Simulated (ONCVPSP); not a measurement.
**Transferability test, ONCV potential for S**

S (Z = 16), optimised norm-conserving Vanderbilt (ONCV), made with ONCVPSP 4.0.1 (PBE, non-relativistic). Core [He], reference 2s2 2p6 3s2 3p4. Waves: 2s+3s: rc 0.75 bohr, ncon 4, nbas 9, qcut 14.6 1/bohr, 2 projectors; 2p+3p: rc 0.85 bohr, ncon 4, nbas 9, qcut 16.5 1/bohr, 3 projectors, debl 3.5 Ha. Local part: polynomial inside 0.60 bohr (lpopt 5, dvloc0 0 Ha). Core correction: Teter function, fcfact 3.25, rcfact 1.15.

Energies are relative to the spin-unpolarised reference configuration 2s2 2p6 3s2 3p4; without spin polarisation the order of configurations can differ from experiment.

(1) Give the all-electron excitation energy and the error of the potential for: 2s2 2p6 3s2 3p3; 2s2 2p6 3s2 3p2; 2s2 2p6 3s2 3p1; 2s1 2p6 3s2 3p4.

## Answers

(1)

| valence configuration | charge | ΔE all-electron (eV) | error AE − PS (meV) |
| --- | --- | --- | --- |
| 2s2 2p6 3s2 3p3 | +1 | 11.782 | +0.4 |
| 2s2 2p6 3s2 3p2 | +2 | 34.078 | +2.9 |
| 2s2 2p6 3s2 3p1 | +3 | 68.128 | +11 |
| 2s1 2p6 3s2 3p4 | +1 | 225.994 | -539 |
